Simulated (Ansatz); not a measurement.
Isomers of CH8FNSi2, relaxed with PBE0-D4/def2-TZVP in Ansatz; electronic energies, one conformer each and not always the lowest. Functionals use def2-TZVPP; CBS adds triple-zeta CCSD(T) − MP2 to the MP2 limit of def2-TZVPP and def2-QZVPP.

(1) Order them by energy at frozen-core CCSD(T)/CBS, lowest first. (Estimate.)
A. `CN([SiH3])[SiH2]F`
B. `NC(F)([SiH3])[SiH3]`
C. `C[SiH](F)N[SiH3]`

(2) How do PBE-D4, B3LYP-D4, B3LYP, PBE0-D4 place them (kJ/mol, against `C[SiH](F)N[SiH3]`)? (An estimate is asked.)

## Answers

(1) C (0.0 kJ/mol), A (92.3 kJ/mol), B (436.6 kJ/mol).

(2) Ansatz gave: 
```
               isomer  PBE-D4  B3LYP-D4  B3LYP  PBE0-D4
`NC(F)([SiH3])[SiH3]`   389.7     418.2  420.5    411.3
  `CN([SiH3])[SiH2]F`    90.1      89.7   91.3     92.6
```

B3LYP here is the variant with VWN-RPA as its local correlation; programs differ in this.
